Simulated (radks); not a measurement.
Q: Calculated with a radial shooting solver on a logarithmic mesh with Libxc functionals: scalar-relativistic Kohn-Sham, LDA (Slater exchange, Perdew-Wang correlation), spin-polarised, spherical densities, finite nucleus; open shells are filled with parallel spins first; Fermi nuclear charge, rms radius of each element as measured or else 0.836 A^(1/3) + 0.57 fm. Each species is in its NIST ground configuration. Rank C3+, B3+, Ne3+, F3+, O3+, N3+ by mean radius of the outermost orbital (bohr), largest first.

A: C3+ 1.28, N3+ 1.11, O3+ 0.988, F3+ 0.892, Ne3+ 0.813, B3+ 0.328.
